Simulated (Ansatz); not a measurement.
A run for Ansatz (an electronic-structure program): R-CCSD(T)/def2-TZVPP on H2PbS2 (SMILES [SH][Pb][SH]), a point of a torsion scan. Elements past Kr take the def2 small-core potentials; no spin–orbit coupling. The run froze 19 orbitals, filled d shells among them.

Ansatz 0.2 input:
```yaml
crystal:
  periodic: [false, false, false]
  atoms:
    - {symbol: S, position_ang: [2.05718706, -0.10241765, -0.50778202]}
    - {symbol: Pb, position_ang: [-0.18521037, -1.32759387, -0.52038803]}
    - {symbol: S, position_ang: [-0.69473137, -1.18842312, -2.98305817]}
    - {symbol: H, position_ang: [1.67219071, 1.06419658, -0.99689223]}
    - {symbol: H, position_ang: [0.38551970, -0.57526186, -3.43076247]}
basis:
  gaussian:
    orbitals: def2-TZVPP
magnetization: {spin_polarized: false}
correlation: {method: ccsd_t, electrons: outside_noble_gas}
scf: {lower_state_search: off}
```

The head of its log:

```
WARN ansatz: RAYON_NUM_THREADS=1 ignored (pool sized by the plan → 1); use --threads N
Functional definition: HF
these checks for a lower state are left out or cut short: stability, starts, cluster_reference, orbital_swaps, neighbouring_geometries, increment
integrals: 0.43 GiB planned
1119 factors; integrals over basis functions are off by at most 9.8e-4 eV
mean field: 0.51 GiB planned
mean field evaluation 1: about -26887.1485 eV, gradient 2.1e1 eV
mean field evaluation 2: about -26887.1912 eV, gradient 2.1e1 eV
mean field evaluation 4: about -26888.9497 eV, gradient 2.4e0 eV
mean field evaluation 8: about -26888.9980 eV, gradient 3.2e-1 eV
mean field -26888.99875339 eV, -988.1524781693 hartree, gradient 9.3e-6 eV, S^2 0.000000; 0 other end points of the search recorded, 0 dependent functions left out
19 core orbitals not correlated
reference -26888.99875339 eV, -988.1524781693 hartree; 9, 9 occupied and 134, 134 virtual orbitals, 1119 factors
```

### Question
Predict the final total energy.

### Answer
-988.6480 hartree (reference determinant -988.1525, T1 diagnostic 0.015).
